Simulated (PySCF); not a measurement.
Species: C₄H₉BO₂S.
Atom-mapped SMILES: `[CH3:1][S:2][C@@H:3]1[CH2:4][CH2:5][O:6][BH:7][O:8]1` (hydrogens: H9, H10, H11 on C1; H12 on C3; H13, H14 on C4; H15, H16 on C5; H17 on B7)

Level: PBE0/pcSseg-1 and CAM-B3LYP/def2-SVPD in PySCF, non-relativistic, on one gas-phase PBE0-D3(BJ)/def2-SVP geometry that isn't relaxed in the solvent. The solvent is an IEF-PCM continuum (van der Waals radii × 1.2). The model holds no explicit solvent molecules, cavitation or dispersion.

Gas phase at PBE0/pcSseg-1: HOMO -6.73 eV, LUMO 0.49 eV, dipole 2.19 D.

Task: What does the continuum do to the energy, the frontier levels and the dipole at PBE0/pcSseg-1 in chloroform?

Result: 
| solvent | ε | E(solvent) − E(gas) (kcal/mol) | polarisation term (kcal/mol) | distortion of the solute (kcal/mol) | HOMO (eV) | LUMO (eV) | dipole (D) |
| --- | --- | --- | --- | --- | --- | --- | --- |
| chloroform | 4.711 | -3.89 | -4.26 | 0.37 | -6.73 | 0.48 | 2.66 |

The first energy column is the sum of the next two and covers electrostatics alone.

Task: Which radius a makes the point-dipole formula ΔE = −[(ε − 1)/(2ε + 1)]·μ²/a³ give the value in chloroform, with the gas-phase dipole?

Result: μ = 0.862 au and |ΔE| = 0.00620 Eh give a = 1.85 Å; the farthest nucleus lies 3.65 Å from the centroid of the nuclei, so such a sphere wouldn't even hold the nuclei. The formula assumes a rigid point dipole at the centre of a sphere.

Task: Which Hirshfeld charges (PBE0/pcSseg-1) respond most in chloroform (means over atoms taken as equivalent)?

Result: 
```
     atoms                 environment  gas (e)  solvent (e)  change
        S2              sulfide sulfur   -0.010       -0.025  -0.015
        O6          boron-bound oxygen   -0.177       -0.186  -0.009
       H12            methine hydrogen   +0.043       +0.050  +0.007
       H13          methylene hydrogen   +0.052       +0.058  +0.006
       H14          methylene hydrogen   +0.048       +0.053  +0.005
        B7      three-coordinate boron   +0.204       +0.199  -0.005
       H16          methylene hydrogen   +0.051       +0.056  +0.005
        O8          boron-bound oxygen   -0.175       -0.180  -0.005
       H17                B–H hydrogen   -0.060       -0.065  -0.005
        C4             ring CH2 carbon   -0.082       -0.079  +0.003
H9/H10/H11             methyl hydrogen   +0.046       +0.049  +0.003
        C3  sp3 carbon bound to oxygen   +0.044       +0.045  +0.001
```

Task: How do the nuclear quadrupole coupling constants eQVzz/h respond in chloroform?

Result: 
```json
{"nucleus": "33S at S2", "Q (barn)": "-0.06781", "gas (MHz)": "47.77", "solvent (MHz)": "46.65", "η gas": "0.60", "η solvent": "0.61"}
{"nucleus": "17O at O6", "Q (barn)": "-0.0256", "gas (MHz)": "-9.27", "solvent (MHz)": "-9.06", "η gas": "0.01", "η solvent": "0.01"}
{"nucleus": "11B at B7", "Q (barn)": "0.04059", "gas (MHz)": "3.30", "solvent (MHz)": "3.28", "η gas": "0.47", "η solvent": "0.44"}
{"nucleus": "17O at O8", "Q (barn)": "-0.0256", "gas (MHz)": "-9.36", "solvent (MHz)": "-9.22", "η gas": "0.03", "η solvent": "0.03"}
```

Gas phase at CAM-B3LYP/def2-SVPD: HOMO -8.08 eV, LUMO 0.99 eV, dipole 2.14 D.

Task: What does the continuum do to the energy, the frontier levels and the dipole at CAM-B3LYP/def2-SVPD in chloroform?

Result: 
| solvent | ε | E(solvent) − E(gas) (kcal/mol) | polarisation term (kcal/mol) | distortion of the solute (kcal/mol) | HOMO (eV) | LUMO (eV) | dipole (D) |
| --- | --- | --- | --- | --- | --- | --- | --- |
| chloroform | 4.711 | -3.79 | -4.22 | 0.43 | -8.06 | 1.06 | 2.64 |

The atom shares or the degeneracy of the LUMO differ from the gas phase in chloroform, so that column needn't follow one orbital.

Task: How does the static polarisability (CAM-B3LYP/def2-SVPD, frozen core, with the continuum's full static response) change?

Result: 
```tsv
medium	isotropic (au)	principal values (au)	⟨r²⟩ of the electrons (bohr²)
gas	86.2	74.0, 85.6, 99.0	1126.8
chloroform	106.5	93.5, 107.1, 118.9	1126.5
```

The isotropic value in chloroform is 1.24 times the gas-phase one; no cavity-field correction is applied. ⟨r²⟩ is taken about the centre of nuclear charge.

Hardware: an Arm Neoverse V2 with one thread, shared host with 96 logical CPUs at a one-minute load of 26. Cost: 23 s, 1.1 GiB resident at most. This is the whole shielding run at PBE0/pcSseg-1 in chloroform, SCF included.
